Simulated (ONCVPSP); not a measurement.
Varying the ONCV potential for erbium (Er)

Base potential:

ONCVPSP 4.0.1 input, shortened (lines: element, Z, core and valence counts, functional; n l f; lmax; l rc ep ncon nbas qcut; lloc lpopt rc5 dvloc0; l nproj debl; icmod fcfact rcfact), LDA (Perdew-Wang 92), scalar-relativistic:

```
  Er 68.00    8    5  -001012      upf
    1    0    2.00
    2    0    2.00
    2    1    6.00
    3    0    2.00
    3    1    6.00
    3    2   10.00
    4    0    2.00
    4    1    6.00
    4    2   10.00
    4    3   12.00
    5    0    2.00
    5    1    6.00
    6    0    2.00
    3
    0    1.95    0.00    4    8    6.10
    1    1.55    0.00    4    7    5.10
    2    0.55    0.00    3    7   20.00
    3    1.35    0.00    3    8   11.10
    4    5    0.50    4.00
    0    2    2.40
    1    2    2.50
    2    2    2.80
    3    2    2.10
    2    0.50    1.15
```

In the d channel the program set the typed energies aside and used -6.071, 0.250 Ha.

All-electron outer shells of the reference configuration (LDA (PZ), scalar-relativistic, ld1.x):

| shell | level (eV) | outermost node (bohr) | outermost maximum (bohr) |
| --- | --- | --- | --- |
| 4d | -165.20 | 0.25 | 0.51 |
| 5s | -52.01 | 0.60 | 1.11 |
| 5p | -26.52 | 0.65 | 1.28 |
| 6s | -3.99 | 1.52 | 3.30 |
| 4f | -3.35 | – | 0.51 |

Cutoffs, loose and tight: the cutoffs (Ha) at which the residual kinetic energy of the hardest occupied pseudo-wave falls to 1 and 0.1 mHa per electron. They do not see the model core or the augmentation charge, which bear on the density cutoff. Test errors are all-electron minus pseudo excitation energies from the reference, over the configurations 4d10 4f12 5s2 5p6 6s1; 4d10 4f12 5s2 5p6 6s0; 4d10 4f11 5s2 5p6 6s0; 4d10 4f13 5s2 5p6 6s0. A dash means not determined; rows that change the core or the reference have their own tests.

A true bound ghost makes a file unfit for plane-wave use even where its test errors are small: the radial tests pick states by their node count and pass the ghost by.

| change | outcome | cutoff, loose | cutoff, tight | bound ghosts | GHOST(+) flags above zero | largest test error (meV) |
| --- | --- | --- | --- | --- | --- | --- |
| base | generated, projector energies reset by the program | 140 Ha | 163 Ha | s, p | none | tests left out (the all-electron energies of this program are off by 10 to 40 meV for near-neutral 4f atoms) |
| all radii but the core radius scaled by about 0.81 (s 1.58, p 1.26, d 0.44, f 1.08 bohr); local potential polynomial inside 0.40 bohr (lpopt 5, dvloc0 4 Ha) | generated, projector energies reset by the program | – | – | s, p, d | p, d | tests left out (the all-electron energies of this program are off by 10 to 40 meV for near-neutral 4f atoms) |
| all radii but the core radius scaled by about 0.88 (s 1.72, p 1.36, d 0.48, f 1.20 bohr); local potential polynomial inside 0.44 bohr (lpopt 5, dvloc0 4 Ha) | generated, projector energies reset by the program | 488 Ha | 1154 Ha | s, p | p | tests left out (the all-electron energies of this program are off by 10 to 40 meV for near-neutral 4f atoms) |
| all radii but the core radius scaled by about 0.95 (s 1.86, p 1.48, d 0.52, f 1.28 bohr); local potential polynomial inside 0.48 bohr (lpopt 5, dvloc0 4 Ha) | generated, projector energies reset by the program | 151 Ha | 298 Ha | s, p | none | tests left out (the all-electron energies of this program are off by 10 to 40 meV for near-neutral 4f atoms) |
| all radii but the core radius scaled by about 1.07 (s 2.08, p 1.66, d 0.58, f 1.44 bohr); local potential polynomial inside 0.54 bohr (lpopt 5, dvloc0 4 Ha) | generated, projector energies reset by the program | 137 Ha | 158 Ha | s, p | s | tests left out (the all-electron energies of this program are off by 10 to 40 meV for near-neutral 4f atoms) |
| all radii but the core radius scaled by about 1.12 (s 2.18, p 1.74, d 0.62, f 1.52 bohr); local potential polynomial inside 0.56 bohr (lpopt 5, dvloc0 4 Ha) | generated, projector energies reset by the program | 136 Ha | 157 Ha | s, p | s | tests left out (the all-electron energies of this program are off by 10 to 40 meV for near-neutral 4f atoms) |
| all radii but the core radius scaled by about 1.20 (s 2.34, p 1.86, d 0.66, f 1.62 bohr); local potential polynomial inside 0.60 bohr (lpopt 5, dvloc0 4 Ha) | generated, projector energies reset by the program | 136 Ha | 156 Ha | s, p | s | tests left out (the all-electron energies of this program are off by 10 to 40 meV for near-neutral 4f atoms) |
| all radii but the core radius scaled by about 1.32 (s 2.58, p 2.04, d 0.72, f 1.78 bohr); local potential polynomial inside 0.66 bohr (lpopt 5, dvloc0 4 Ha) | generated, projector energies reset by the program | 136 Ha | 156 Ha | s, p | none | tests left out (the all-electron energies of this program are off by 10 to 40 meV for near-neutral 4f atoms) |

Reading the sweep of the scale of all radii but the core radius (base = 1) (base included, trends over the rows without a ghost): Bound ghosts are found at 0.81, 0.88, 0.95, 1, 1.07, 1.12, 1.2, 1.32. Every judged row has one, so this setting neither creates nor removes them.
